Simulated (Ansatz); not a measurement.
`[F][Ta]([F])([F])([F])[Cl]` + H–F → tantalum pentafluoride + HCl at 500 K and 1 bar (ligand exchange at a Ta–Cl bond).

Gas-phase electronic energies from Ansatz, PBE0-D4/def2-TZVP geometries. CCSD(T)/CBS is the MP2 limit (def2-TZVPP, def2-QZVPP) plus CCSD(T) − MP2 in def2-TZVPP, frozen cores. This one scheme is used for every species. Elements past krypton have def2 core potentials. For Ta outer-core shells are correlated without core-valence functions, which leaves a few kJ/mol of doubt a bond.

```json
{"species": "`[F][Ta]([F])([F])([F])[Cl]`", "CCSD(T)/CBS energy (Eh)": "-916.15583", "H − E (kJ/mol)": "73.0", "S (J/(mol·K))": "428.4"}
{"species": "H–F", "CCSD(T)/CBS energy (Eh)": "-100.39570", "H − E (kJ/mol)": "39.4", "S (J/(mol·K))": "188.7"}
{"species": "`[F][Ta]([F])([F])([F])[F]`", "CCSD(T)/CBS energy (Eh)": "-556.18140", "H − E (kJ/mol)": "74.0", "S (J/(mol·K))": "410.4"}
{"species": "HCl", "CCSD(T)/CBS energy (Eh)": "-460.38127", "H − E (kJ/mol)": "32.5", "S (J/(mol·K))": "201.9"}
```

H − E and S are ideal-gas, rigid-rotor, harmonic terms from PBE0-D4/def2-TZVP. 1 Eh = 2625.50 kJ/mol, R = 8.31446 J/(mol·K).

Question: By hand: ΔE, ΔH, ΔS and ΔG.

Answer: ΔE = (-556.18140) + (-460.38127) − (-916.15583) − (-100.39570) = -0.01114 Eh = -29.2 kJ/mol. Δ(H − E) = 74.0 + 32.5 − 73.0 − 39.4 = -5.9, so ΔH = -35.1 kJ/mol. ΔS = 410.4 + 201.9 − 428.4 − 188.7 = -4.8 J/(mol·K). ΔG = -35.1 − 500 × (-4.8)/1000 = -32.7 kJ/mol.

Question: By hand: the equilibrium constant, and the temperature at which ΔG would vanish if ΔH and ΔS stayed fixed.

Answer: log₁₀ K = −ΔG/(RT ln 10) = 3.4. ΔG = 0 at ΔH/ΔS = 7312 K, far beyond where these terms or the molecules hold.

The number of gas molecules stays the same, so ΔS is small and ΔH decides. A doubt of 5 kJ/mol in ΔE shifts log₁₀ K by 0.5 here. These are equilibria of isolated gas molecules and say nothing of rates. Largest T1 diagnostic: 0.018 (customary marks: 0.02 for closed shells, 0.045 for open ones).
